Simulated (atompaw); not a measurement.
# Ag: PAW (atompaw) pseudisation with PBE, scalar-relativistic reference atom.

atompaw 4.2.0.5 input, output lines left out:

```
Ag 47
GGA-PBE scalarrelativistic loggrid 1500 logderivrange -4 5 226
5 5 4 0 0 0
5 0 0
5 1 0
4 2 9.5
0 0 0
c
c
c
c
v
c
c
c
v
c
v
2
2.50 2.10 2.35 2.20
y
-0.55
n
y
-0.15
n
y
1.75
n
custom rrkj gramschmidtortho besselshape
3 0 troulliermartins
2.25
2.50
2.50
2.50
2.50
1.15
```

Task: Estimate the cutoffs (Ry, on a coarse ladder) from which the occupation-weighted sum of valence levels, in a spherical-Bessel basis at the reference potential, stays within 10 and 1 mRy of its value at 400 Ry.

Result: 18 Ry and 30 Ry.

Task: What does a ghost test show?

Result: Ghost state, extra bound levels that the all-electron valence spectrum of the same l lacks: s at -144.3 eV. A true bound ghost makes a file unfit for plane-wave use. The logarithmic derivative shows an extra or strongly shifted pseudo pole above the reference energy (p near 0.54 Ry).

Task: Is the overlap operator S = 1 + Σ q|β⟩⟨β| positive definite (Bessel basis up to 400 Ry)?

Result: Yes: its lowest eigenvalue is 0.03 (s channel).
